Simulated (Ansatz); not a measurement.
Reaction (substitution at a C–O bond): `CO[SiH]1OC1=N` + `S[SiH2]S` → `CS[SiH2]S` + `N=C1O[SiH]1O`

Calculated with Ansatz (gas phase, PBE0-D4/def2-TZVP geometries, no zero-point term in ΔE). CBS: MP2 limit from def2 TZ/QZ plus the TZ coupled-cluster correction, frozen cores. Functionals use def2-TZVPP. One conformer a species, not always the lowest.

`CO[SiH]1OC1=N`:

Z-matrix (Å, degrees):
```
C
O 1 1.420
H 1 1.092 2 109.9
H 1 1.094 2 111.5 3 -121.1
H 1 1.090 2 107.9 3 119.1
Si 2 1.610 1 125.5 3 89.5
C 6 1.788 2 124.7 1 12.8
O 6 1.682 2 120.0 1 -44.7
H 6 1.469 2 107.0 1 177.4
N 7 1.244 6 166.9 2 74.1
H 10 1.023 7 111.6 6 -175.3
```

`S[SiH2]S`:

```xyz
7

S     0.678   -0.092   -1.670
Si   -0.474   -0.104    0.129
S     0.686   -0.979    1.682
H    -0.008    0.931   -2.210
H    -0.884    1.290    0.428
H    -1.674   -0.972    0.047
H     1.675   -0.073    1.593
```

`CS[SiH2]S`:

```xyz
10

C    -1.710    0.185   -0.081
S    -0.575    0.084    1.332
Si    1.166   -0.621    0.352
S     1.849    0.662   -1.215
H    -1.286    0.805   -0.871
H    -2.627    0.647    0.285
H    -1.940   -0.807   -0.468
H     0.932   -1.906   -0.354
H     2.170   -0.775    1.431
H     2.022    1.725   -0.411
```

`N=C1O[SiH]1O`:

```xyz
8

N    -1.076    1.702   -0.786
C    -0.418    0.832   -0.190
O    -0.732    0.035    0.947
Si    0.793   -0.359    0.363
O     1.056   -1.817   -0.290
H    -1.990    1.850   -0.351
H     1.955   -0.071    1.214
H     0.412   -2.172   -0.908
```

```tsv
level	ΔE (kJ/mol)
ωB97X-V	-42.4
SCS-MP2/def2-TZVPP	-44.7
```

**Question.** What does CCSD(T)/CBS give? (An estimate is asked.)

**Answer.** Ansatz gave: -47.6 kJ/mol. The listed levels differ from it by 5.2, 2.9 kJ/mol.

Largest T1 diagnostic among the species: 0.016.

In def2-TZVPP, CCSD(T) changes the Hartree–Fock value by −11.9 kJ/mol (the triples alone add −2.3 kJ/mol) and MP2 by −19.3 kJ/mol.
